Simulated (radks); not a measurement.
Coulomb parameter of the 5d shell of neutral platinum in the model configuration [Xe] 4f14 5d8.5 6s1.5, as a second difference U = [E(n + 0.5) + E(n - 0.5) - 2 E(n)] / (0.5)^2 with all orbitals relaxed. "Bare": the charge of the atom changes with n. "Screened": the 6s shell takes up the change at fixed total charge, which measures U(5d,5d) + U(6s,6s) - 2 U(5d,6s). Calculated with a radial shooting solver on a logarithmic mesh with Libxc functionals: scalar-relativistic Kohn-Sham, PBE, spin-unpolarised, spherical densities, point nucleus.

case                   configuration  E - E(n) (eV)
start          [Xe] 4f14 5d8.5 6s1.5          0.000
bare +0.5        [Xe] 4f14 5d9 6s1.5         -2.377
bare -0.5        [Xe] 4f14 5d8 6s1.5          4.783
screened +0.5      [Xe] 4f14 5d9 6s1         -0.370
screened -0.5      [Xe] 4f14 5d8 6s2          0.635

U(bare) = 9.621 eV, U(screened by 6s) = 1.061 eV, against the Slater integral F0(5d,5d) = 14.913 eV with frozen orbitals. The step up makes a negative ion, whose loosely bound charge lowers the bare value.
